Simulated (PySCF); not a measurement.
CH$_{2}$O, triplet, geometry from GFN2-xTB (a higher spin typed on purpose: for a closed-shell molecule this is an excited state). Base run: PySCF with MP2/def2-SV(P).

PySCF was given this input:
```python
from pyscf import gto, scf, mp

mol = gto.M(
    atom='''
C    -0.53139059    0.09875113    0.20377579
O     0.67582481   -0.13093537   -0.13337683
H    -1.28481427   -0.64171074   -0.11474272
H    -0.93344069    1.09668689   -0.04089743
''',
    basis='def2-sv(p)',
    spin=2,
    verbose=4,
)

mf = scf.UHF(mol)
mf.kernel()

pt = mp.MP2(mf, frozen=2)
pt.kernel()
print('E(MP2) = %.10f' % pt.e_tot)
mf.analyze()
```

The base run was repeated with changes; each row names its change, and settings that it needs were set with it.

| change | basis functions | E (Eh) | MP2 correlation (Eh) | SCF-reference HOMO (eV) | SCF-reference dipole (D) |
|---|---|---|---|---|---|
| base | 32 | -113.94327 | -0.24822 | -9.78 | 1.47 |
| basis = STO-3G | (withheld) | (withheld) | (withheld) | (withheld) | (withheld) |
| basis = pcseg-0 | (withheld) | (withheld) | (withheld) | (withheld) | (withheld) |
| basis = pcseg-1 | 38 | -114.02373 | -0.26370 | -9.77 | 1.58 |
| basis = 6-31G** | 38 | -114.04754 | -0.25566 | -9.69 | 1.47 |
| basis = pc-1 | 38 | -114.02483 | -0.26376 | -9.77 | 1.58 |
| basis = cc-pVDZ | 38 | -114.06329 | -0.26295 | -9.65 | 1.40 |
| basis = 6-311++G** | (withheld) | (withheld) | (withheld) | -9.83 | (withheld) |
| basis = def2-SVPD | 59 | -113.98391 | -0.27474 | -9.89 | 1.43 |
| basis = 6-311+G(2d,p) | 66 | -114.13274 | -0.30448 | -9.83 | 1.43 |
| basis = cc-pVTZ | 88 | -114.17368 | -0.33840 | -9.78 | 1.39 |
| basis = def2-TZVPP | 90 | -114.17720 | -0.33663 | -9.81 | 1.40 |
| basis = def2-TZVPD | (withheld) | (withheld) | (withheld) | (withheld) | (withheld) |

Question: Fill in the missing entries.

Answer: 
- basis = STO-3G, basis functions: 12
- basis = STO-3G, E (Eh): -112.36722
- basis = STO-3G, MP2 correlation (Eh): -0.05727
- basis = STO-3G, SCF-reference HOMO (eV): -7.77
- basis = STO-3G, SCF-reference dipole (D): 0.88
- basis = pcseg-0, basis functions: 22
- basis = pcseg-0, E (Eh): -113.61280
- basis = pcseg-0, MP2 correlation (Eh): -0.16598
- basis = pcseg-0, SCF-reference HOMO (eV): -9.87
- basis = pcseg-0, SCF-reference dipole (D): 1.93
- basis = 6-311++G**, basis functions: 58
- basis = 6-311++G**, E (Eh): -114.11020
- basis = 6-311++G**, MP2 correlation (Eh): -0.28514
- basis = 6-311++G**, SCF-reference dipole (D): 1.51
- basis = def2-TZVPD, basis functions: 95
- basis = def2-TZVPD, E (Eh): -114.17399
- basis = def2-TZVPD, MP2 correlation (Eh): -0.33353
- basis = def2-TZVPD, SCF-reference HOMO (eV): -9.82
- basis = def2-TZVPD, SCF-reference dipole (D): 1.37

Totals compare only among sets that treat the same electrons; sets with core potentials leave the core out.

Open shells are given as the SCF converged; they aren't shown to be the lowest states, and a large step between rows can be another state.
